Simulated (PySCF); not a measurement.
C2H4BFO3. Atoms are numbered in the order given.

```xyz
11

B      0.1216     0.3907     1.1414
F     -0.9943    -0.1479     1.6274
O      0.6595    -0.0632    -0.0475
C     -0.0986    -0.3309    -1.1525
C      0.6651    -1.1541    -2.1522
O     -1.2171     0.0834    -1.2808
H      0.0542    -1.3148    -3.0478
H      0.9401    -2.1202    -1.7008
H      1.6034    -0.6420    -2.4146
O      0.8016     1.3314     1.8242
H      0.3924     1.5526     2.6706
```

Coordinates come from a B3LYP-D3(BJ)/def2-SVP optimisation. Other conformers were not sampled.

Vertical ionisation energy (IE) and electron affinity (EA) in eV. Rows of orbital energies are one-electron estimates. Where ΔSCF, EOM or ADC give a negative EA the extra electron is unbound and the value depends on the basis.

| level | IE | EA |
|---|---|---|
| −ε(HOMO), −ε(LUMO), CAM-B3LYP/def2-TZVP (PySCF) | ? | ? |
| −ε(HOMO), −ε(LUMO), PBE/def2-TZVP (PySCF) | 6.60 | 1.40 |

Complete the blanks. (The exact figures need the calculation; the answer reports its results.)


- −ε(HOMO), −ε(LUMO), CAM-B3LYP/def2-TZVP (PySCF), IE: 9.83
- −ε(HOMO), −ε(LUMO), CAM-B3LYP/def2-TZVP (PySCF), EA: -0.92
